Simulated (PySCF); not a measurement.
## Energy of As⁻ (arsenic, charge -1) between two integer charges

The 4p beta orbital of [Ar] 3d10 4s2 4p4 is emptied in steps (occupation f), with all orbitals relaxed, ending at [Ar] 3d10 4s2 4p3. Calculation: PySCF 2.14, in aug-pcseg-2 (7s6p4d2f, 59 functions); no relativity, point nucleus. The exact energy is a straight line in f; departures are measured from the line between the end points of the same method.

```tsv
f	LDA (eV)	PBE (eV)	PBE0 (eV)	r2SCAN (eV)	LC-wPBE (eV)	BHandHLYP (eV)	MN15 (eV)	BLYP (eV)
1	0.000	0.000	0.000	0.000	0.000	0.000	0.000	0.000
0.9	-0.243	-0.231	-0.159	-0.216	0.040	-0.095	-0.106	-0.240
0.7	-0.585	-0.554	-0.378	-0.511	0.088	-0.231	-0.256	-0.577
0.5	-0.714	-0.674	-0.457	-0.608	0.100	-0.285	-0.310	-0.706
0.3	-0.613	-0.576	-0.387	-0.503	0.081	-0.248	-0.261	-0.607
0.1	-0.268	-0.249	-0.167	-0.206	0.034	-0.110	-0.108	-0.265
0	0.000	0.000	0.000	0.000	0.000	0.000	0.000	0.000
```

```
   method  E(f=0) − E(f=1) (eV)  −ε at f=1 (eV)  −ε at f=0.5 (eV)
      LDA                 1.105          -1.550             1.020
      PBE                 0.895          -1.638             0.831
     PBE0                 0.803          -0.938             0.774
   r2SCAN                 0.848          -1.534             0.870
  LC-wPBE                 0.767           1.236             0.748
BHandHLYP                 0.776          -0.248             0.727
     MN15                 0.772          -0.377             0.752
     BLYP                 0.951          -1.669             0.861
```

Orbital energy along the path (eV):

| f | LDA | PBE | PBE0 | r2SCAN | LC-wPBE | BHandHLYP | MN15 | BLYP |
| --- | --- | --- | --- | --- | --- | --- | --- | --- |
| 1 | 1.550 | 1.638 | 0.938 | 1.534 | -1.236 | 0.248 | 0.377 | 1.669 |
| 0.9 | 1.095 | 1.196 | 0.626 | 1.094 | -1.108 | 0.089 | 0.194 | 1.219 |
| 0.7 | 0.092 | 0.228 | -0.050 | 0.142 | -0.908 | -0.291 | -0.254 | 0.233 |
| 0.5 | -1.020 | -0.831 | -0.774 | -0.870 | -0.748 | -0.727 | -0.752 | -0.861 |
| 0.3 | -2.213 | -1.952 | -1.526 | -1.874 | -0.603 | -1.207 | -1.282 | -2.042 |
| 0.1 | -3.461 | -3.103 | -2.285 | -2.749 | -0.461 | -1.733 | -1.766 | -3.286 |
| 0 | -4.100 | -3.672 | -2.647 | -3.048 | -0.392 | -2.010 | -1.941 | -3.916 |

At f = 1 the orbital energy is positive for LDA, PBE, PBE0, r2SCAN, BHandHLYP, MN15, BLYP: only the finite basis holds the electron.

Reference removal energy between the ground levels: 0.804 eV (measured; photodetachment measurements, as compiled on the Wikipedia data page of electron affinities). The calculation has no spin-orbit coupling.
